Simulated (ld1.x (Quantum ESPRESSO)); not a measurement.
Cutoff test, In, TM

```json
{
 "Element": "indium (In)",
 "Generator": "ld1.x (Quantum ESPRESSO) 7.5",
 "Type": "norm-conserving Troullier–Martins (Kleinman–Bylander form)",
 "Functional": "PBE",
 "Relativity": "scalar-relativistic",
 "Frozen core": "[Kr] 4d10",
 "Valence charge": "3",
 "Reference configuration": "5s2 5p1",
 "Partial waves": "5p (bound): rc 2.90 bohr; 5s (bound): rc 2.10 bohr",
 "Local potential": "the s channel",
 "Core correction": "Bessel-smoothed model core inside 1.50 bohr"
}
```

The pseudo-atom Hamiltonian at the reference potential is diagonalised in spherical Bessel functions j_l(qr) that vanish at 20 bohr, with q² up to the cutoff. All-electron valence levels (Ry): 5p -0.1851, 5s -0.6035.

Q: How do the lowest levels (Ry) of each channel move with the cutoff, and are there ghosts?

A:

| cutoff (Ry) | p #1 | s #1 | d #1 | d #2 | f #1 | Σ f·Δε (mRy) |
| --- | --- | --- | --- | --- | --- | --- |
| 8 | -0.1837 | -0.5946 | 0.0398 | 0.1192 | 0.0989 | 19.3 |
| 10 | -0.1847 | -0.5976 | 0.0398 | 0.1191 | 0.0989 | 12.2 |
| 15 | -0.1850 | -0.5983 | 0.0398 | 0.1189 | 0.0989 | 10.5 |
| 18 | -0.1850 | -0.6006 | 0.0397 | 0.1188 | 0.0989 | 5.8 |
| 21 | -0.1851 | -0.6021 | 0.0397 | 0.1188 | 0.0989 | 2.9 |
| 25 | -0.1851 | -0.6029 | 0.0397 | 0.1188 | 0.0989 | 1.2 |
| 35 | -0.1851 | -0.6033 | 0.0397 | 0.1188 | 0.0989 | 0.4 |
| 40 | -0.1851 | -0.6034 | 0.0397 | 0.1188 | 0.0989 | 0.2 |
| 400 | -0.1851 | -0.6035 | 0.0397 | 0.1188 | 0.0989 | 0.0 |

Result: no extra level below or beside the all-electron valence levels (p, s, d, f tested); 10 mRy is reached at 18 Ry and 1 mRy at 30 Ry.
